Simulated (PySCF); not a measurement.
Computed shifts of a molecule C3H9ClOSi, PBE/pcSseg-1 (PySCF), GIAO, gas phase, atoms alike by connectivity averaged where their shifts nearly agree, in ppm (number of nuclei): ¹³C: 70.2 (1), 35.5 (1), 17.2 (1). ²⁹Si: 1.6 (1). ¹H: 5.82 (1), 5.43 (1), 4.26 (1), 3.61 (1), 2.19 (1), 2.00 (1), 1.89 (1), 1.19 (1), -0.65 (1). References: ¹⁷O against H2O (σ = 334.3 ppm); ¹³C against TMS (σ = 182.0 ppm); ²⁹Si against TMS (σ = 335.4 ppm); ³⁵Cl against HCl (σ = 936.5 ppm); ¹H against TMS (σ = 31.49 ppm), references at their B3LYP-D3(BJ)/def2-TZVP geometries, non-relativistic (without spin–orbit terms, shifts of atoms bonded to Cl or Br come out too high). Geometry: ωB97X-D3(BJ)/def2-SVP. One conformer was computed; it need not be the lowest.

Identify the compound among the candidates.
(A) C[Si@@H](Cl)CCO
(B) C[C@@H](O)C[SiH2]Cl
(C) OCCC[SiH2]Cl
(D) CC[Si@](C)(O)Cl

C, OCCC[SiH2]Cl
